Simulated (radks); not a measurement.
Species: Tc. Configuration: [Kr] 4d5 5p2 (not the ground configuration).

All-electron calculation, scalar-relativistic Kohn-Sham, LDA (Slater exchange, Perdew-Wang correlation), spin-polarised, spherical densities, point nucleus; open shells are filled with parallel spins first (spin-orbit coupling, left out, can overturn this in heavy ions). Program: a radial shooting solver on a logarithmic mesh with Libxc functionals.

Energy parts (eV):
total: -116496.098
kinetic: 120257.820
electron-nucleus: -280790.261
Hartree: 47408.970
exchange-correlation: -3372.626

Orbitals (lengths in bohr, moments of r in powers of bohr; r(max) is where P^2 peaks; r(90%) holds 90 % of the orbital's charge):
1s up: occ. 1; eigenvalue (eV) -20842.32; r(90%) 0.0615; <r> 0.03432; <r^4> 6.542e-06; r(max) 0.02231
1s down: occ. 1; eigenvalue (eV) -20842.29; r(90%) 0.0615; <r> 0.03432; <r^4> 6.542e-06; r(max) 0.02231
2s up: occ. 1; eigenvalue (eV) -2976.231; r(90%) 0.231; <r> 0.1498; <r^4> 0.001202; r(max) 0.1263
2s down: occ. 1; eigenvalue (eV) -2975.602; r(90%) 0.231; <r> 0.1498; <r^4> 0.001202; r(max) 0.1263
2p up: occ. 3; eigenvalue (eV) -2665.801; r(90%) 0.212; <r> 0.1304; <r^4> 0.0008596; r(max) 0.1009
2p down: occ. 3; eigenvalue (eV) -2665.301; r(90%) 0.212; <r> 0.1304; <r^4> 0.0008594; r(max) 0.1008
3s up: occ. 1; eigenvalue (eV) -519.6027; r(90%) 0.615; <r> 0.4163; <r^4> 0.06092; r(max) 0.3728
3s down: occ. 1; eigenvalue (eV) -519.1379; r(90%) 0.615; <r> 0.4162; <r^4> 0.06077; r(max) 0.3728
3p up: occ. 3; eigenvalue (eV) -417.7485; r(90%) 0.630; <r> 0.4170; <r^4> 0.06668; r(max) 0.3659
3p down: occ. 3; eigenvalue (eV) -417.2416; r(90%) 0.630; <r> 0.4169; <r^4> 0.06643; r(max) 0.3660
3d up: occ. 5; eigenvalue (eV) -252.4121; r(90%) 0.638; <r> 0.3995; <r^4> 0.07072; r(max) 0.3108
3d down: occ. 5; eigenvalue (eV) -251.7412; r(90%) 0.637; <r> 0.3992; <r^4> 0.07019; r(max) 0.3109
4s up: occ. 1; eigenvalue (eV) -76.8149; r(90%) 1.54; <r> 1.059; <r^4> 2.445; r(max) 0.9492
4s down: occ. 1; eigenvalue (eV) -73.7492; r(90%) 1.53; <r> 1.054; <r^4> 2.402; r(max) 0.9452
4p up: occ. 3; eigenvalue (eV) -48.9093; r(90%) 1.74; <r> 1.173; <r^4> 3.959; r(max) 1.023
4p down: occ. 3; eigenvalue (eV) -45.6457; r(90%) 1.73; <r> 1.167; <r^4> 3.897; r(max) 1.018
4d up: occ. 5; eigenvalue (eV) -10.2107; r(90%) 2.67; <r> 1.672; <r^4> 23.25; r(max) 1.273
4d down: occ. 0; eigenvalue (eV) -6.7679; r(90%) 2.76; <r> 1.703; <r^4> 27.89; r(max) 1.265
5p up: occ. 2; eigenvalue (eV) -3.1843; r(90%) 6.17; <r> 4.079; <r^4> 616.4; r(max) 3.350
5p down: occ. 0; eigenvalue (eV) -1.3632; r(90%) 7.94; <r> 5.027; <r^4> 1708; r(max) 3.800

The highest occupied level is 5p up at -3.184 eV. The configuration is held as typed, so some empty levels lie below it. Spin moment in Bohr magnetons: 7. The density falls to 0.001 e/bohr^3 at r = 5.13 bohr. Summed over all electrons, <r^2> = 71.00 bohr^2, which gives a Langevin (diamagnetic) susceptibility term of -56.2 x 10^-6 cm^3/mol.
